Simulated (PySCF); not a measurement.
PySCF 2.14 output of an unrestricted M06-L calculation on a single atom or ion in 6-31G*, with no relativity, point nucleus:

```
SCF conv_tol = 1e-09
number electrons alpha = 12  beta = 9
    Y. Zhao and D. G. Truhlar.,  J. Chem. Phys. 125, 194101 (2006)
    Y. Zhao and D. G. Truhlar.,  J. Chem. Phys. 125, 194101 (2006)
    Y. Zhao and D. G. Truhlar.,  Theor. Chem. Acc. 120, 215 (2008)
cycle= 1 E= -942.995908261887  delta_E= -0.00136  |g|= 0.00299  |ddm|= 0.0343
cycle= 2 E= -942.995911259917  delta_E= -3e-06  |g|= 0.00048  |ddm|= 0.00193
cycle= 3 E= -942.995911341575  delta_E= -8.17e-08  |g|= 0.000201  |ddm|= 0.000595
cycle= 4 E= -942.995911361117  delta_E= -1.95e-08  |g|= 3.13e-06  |ddm|= 0.000179
cycle= 5 E= -942.995911361122  delta_E= -4.55e-12  |g|= 3.6e-08  |ddm|= 3.47e-06
converged SCF energy = -942.995911361122  <S^2> = 3.7505577  2S+1 = 4.0002788
```

The run itself started from symmetry-adapted Hartree-Fock orbitals and held the occupation by maximum overlap, on a logarithmic radial grid, so the iterations belong to that start.

**Question.** Which element, charge and spin multiplicity is this?

**Answer.** V²⁺ (vanadium, charge +2), multiplicity 4; the state was [Ar] 3d3, high-spin 4F determinant.
